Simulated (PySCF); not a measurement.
## SiB3H8N3O

SiB3H8N3O is a molecule, neutral, singlet. The structure, one conformer, was relaxed in the gas phase by PBE0-D3(BJ)/def2-SVP. No frequency run checks that it is a minimum.

SMILES: [SiH3]OB1NBNBN1

Coordinates in Å:
```
N1     -1.450    0.535   -0.153
B2     -2.017   -0.056   -1.316
N3     -1.186   -0.927   -2.086
B4      0.166   -1.210   -1.729
N5      0.683   -0.593   -0.553
B6     -0.102    0.289    0.262
O7      0.376    0.898    1.398
Si8     1.747    0.882    2.330
H9     -2.012    1.156    0.415
H10    -3.160    0.171   -1.640
H11    -1.569   -1.357   -2.917
H12     0.851   -1.948   -2.399
H13     1.643   -0.783   -0.295
H14     1.492    0.119    3.586
H15     2.116    2.286    2.661
H16     2.882    0.237    1.594
```

Shieldings: GIAO PBE0/pcSseg-1. Shifts are against computed references at the same level: H TMS (σ 31.27 ppm), Si TMS (σ 352.0 ppm). Core levels by delta-SCF with SCAN, pcX-2 on the ionised atom and pcseg-1 elsewhere, spin-free X2C; from the vacuum level, for chosen atoms.

Question: Give the NMR and core-level values of the distinct atoms.

Answer: 
```
      atoms   bonded to  σ (ppm)  δ (ppm)  core level (eV)
         N1   2 B + 1 H    137.6        -        1s 404.45
         B2   2 N + 1 H     72.0        -        1s 195.66
         N3   2 B + 1 H    125.8        -                -
         B4   2 N + 1 H     72.1        -                -
         N5   2 B + 1 H    144.7        -        1s 404.55
         B6   2 N + 1 O     79.5        -        1s 196.82
         O7  1 B + 1 Si    270.1        -        1s 538.02
        Si8   1 O + 3 H    394.2    -42.2                -
         H9         1 N    26.54     4.73                -
        H10         1 B    26.56     4.71                -
        H11         1 N    26.00     5.27                -
        H12         1 B    26.55     4.72                -
        H13         1 N    26.55     4.72                -
H14 H15 H16        1 Si    26.20     5.06                -
```

Values are those of this one static structure, with the three H of a rotating XH3 group averaged; atoms that internal rotation interchanges would show their mean in an NMR spectrum.

The core-hole state of B2 is spin-contaminated (⟨S²⟩ 0.81 against 0.75 for a pure doublet), so that value and differences from it are less sure.

Question: By CAM-B3LYP/def2-SVPD (TDDFT singlets, Tamm-Dancoff triplets, ionisation by delta-SCF), where does absorption start, and what does vertical ionisation take?

Answer: The lowest singlet lies at 6.97 eV (f 0.030), the strongest of the first 6 at 7.95 eV (f 0.169), the lowest triplet at 6.44 eV; vertical ionisation takes 9.84 eV.

The 3 runs behind this took 4.8 min in all, one thread each of AMD EPYC 7R13 on a shared host, launched as `OMP_NUM_THREADS=1 python cluster_run.py task.json out`.
